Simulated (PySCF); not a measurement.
## Electron correlation in Ne⁺ (neon, charge +1)

[He] 2s2 2p4 3s1, high-spin 4P determinant (an excited configuration). All numbers are calculated (PySCF 2.14, no relativity, point nucleus, in aug-cc-pwCVDZ (5s4p2d, 27 functions)). Frozen: 1s2; 7 electrons correlated.

| level | correlation energy (mhartree) |
| --- | --- |
| CCSD | -132.86 |
| (T) | -1.30 |
| CCSD(T) | -134.16 |
| CCSDT | -134.29 |

Diagnostics: T1 = 0.0045, D1 = 0.0089, largest double amplitude 0.031.

The outer electron is Rydberg-like, and this basis confines it to a smaller radius and binds it less than a complete one would.

Cost of the coupled-cluster step: roughly 0.28 core-seconds, for 7 correlated electrons.

Iterations:

```
CC2 = 0
CCSD nocc = (np.int64(5), np.int64(2)), nmo = (26, 26)
frozen orbitals [[0], [0]]
max_cycle = 100
direct = 0
conv_tol = 1e-08
conv_tol_normt = 1e-06
diis_space = 8
diis_start_cycle = 0
Init t2, MP2 energy = -0.118464992526576
Init E_corr(UCCSD) = -0.118464992529674
cycle = 1  E_corr(UCCSD) = -0.129724834091614  dE = -0.0112598416  norm(t1,t2) = 0.0227691
cycle = 2  E_corr(UCCSD) = -0.131962724027116  dE = -0.00223788994  norm(t1,t2) = 0.00733554
cycle = 3  E_corr(UCCSD) = -0.132906922338812  dE = -0.000944198312  norm(t1,t2) = 0.00300938
cycle = 4  E_corr(UCCSD) = -0.132856633737303  dE = 5.02886015e-05  norm(t1,t2) = 0.00054418
cycle = 5  E_corr(UCCSD) = -0.132861003291463  dE = -4.36955416e-06  norm(t1,t2) = 7.84851e-05
cycle = 6  E_corr(UCCSD) = -0.132861941402261  dE = -9.38110798e-07  norm(t1,t2) = 1.99104e-05
cycle = 7  E_corr(UCCSD) = -0.132861772308278  dE = 1.69093983e-07  norm(t1,t2) = 5.28552e-06
cycle = 8  E_corr(UCCSD) = -0.132861829684794  dE = -5.73765153e-08  norm(t1,t2) = 9.55093e-07
cycle = 9  E_corr(UCCSD) = -0.132861830892456  dE = -1.20766228e-09  norm(t1,t2) = 1.69404e-07
UCCSD converged
E(UCCSD) = -126.9364604974572  E_corr = -0.132861830892456
UCCSD(T) correction = -0.00130157535573221
```
